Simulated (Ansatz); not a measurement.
Input:

```yaml
crystal:
  lattice:
    - [6.92, 0.0, 0.0]
    - [-5.19, 8.989344, 0.0]
    - [0.0, 0.0, 5.53254]
  atoms:
    - { symbol: Tl, position: [0.0, 0.0, 0.0] }
    - { symbol: Tl, position: [0.1666667, 0.2222222, 0.5] }
    - { symbol: Tl, position: [0.0, 0.3333333, 0.0] }
    - { symbol: Tl, position: [0.1666667, 0.5555556, 0.5] }
    - { symbol: Tl, position: [0.0, 0.6666667, 0.0] }
    - { symbol: Tl, position: [0.1666667, 0.8888889, 0.5] }
    - { symbol: Tl, position: [0.5, 0.0, 0.0] }
    - { symbol: Tl, position: [0.6666667, 0.2222222, 0.5] }
    - { symbol: Tl, position: [0.5, 0.3333333, 0.0] }
    - { symbol: Tl, position: [0.6666667, 0.5555556, 0.5] }
    - { symbol: Tl, position: [0.5, 0.6666667, 0.0] }
    - { symbol: Tl, position: [0.6666667, 0.8888889, 0.5] }
    - { symbol: F, position: [0.8360176, 0.1158266, 0.2485775] }
basis:
  ecutwfc: 420.0
kpoints:
  mp_grid: { grid: [2, 2, 3] }
hamiltonian:
  xc: pbe
scf:
  occupations: { method: fermi_dirac, width: 0.05 }
  lower_state_search: "off"
relax:
  f_tol: 0.08
  max_steps: 25
  adjacent_minimum: "off"
```

Run as:

```bash
$ ansatz run input.yaml --threads 2 --pin off --max-ram 5120MiB --backend cpu --events-out ev --progress --plain --runs-dir out
```

Hardware: 2 threads of Arm Neoverse V2, with other jobs on the host.

Q: Roughly how long does this run take, and how much memory?

A: 30 s, with a peak of 0.69 GiB, for 4 ionic steps.
